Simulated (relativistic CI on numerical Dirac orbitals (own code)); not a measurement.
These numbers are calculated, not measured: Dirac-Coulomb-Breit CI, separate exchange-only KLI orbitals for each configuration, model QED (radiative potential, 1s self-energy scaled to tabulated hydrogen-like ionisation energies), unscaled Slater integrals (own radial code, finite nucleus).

The strongest absorption lines from the ground level of an ion, among the configurations computed and to levels below about 259 eV (vacuum wavelength in Å, gf): 48.299 (0.17), 48.415 (0.00028), 57.470 (0.017), 58.384 (0.00014), 62.550 (0.013), 62.653 (0.53), 351.23 (0.32), 700.37 (1.7e-05).

Which ion is it?
A. Mg XI
B. S XIII
C. Mg IX
D. Si XI

C. Mg IX has 4 electrons and the ground level 2s2 1S_0; the strongest line goes to 2s 3p 1P°_1. The pattern of lines fixes the number of electrons, and along that sequence the line energies rise steadily with the charge (about as its square where n changes within one kind of shell, about linearly where n is kept but much faster in heavy ions where fine structure, which grows about as Z⁴, sets the gap, and irregularly where shells cross), which fixes Z. Configurations outside the model, such as inner-shell arrays, can give stronger lines. At this charge configurations can still be misplaced by up to about 7 % of their energy.
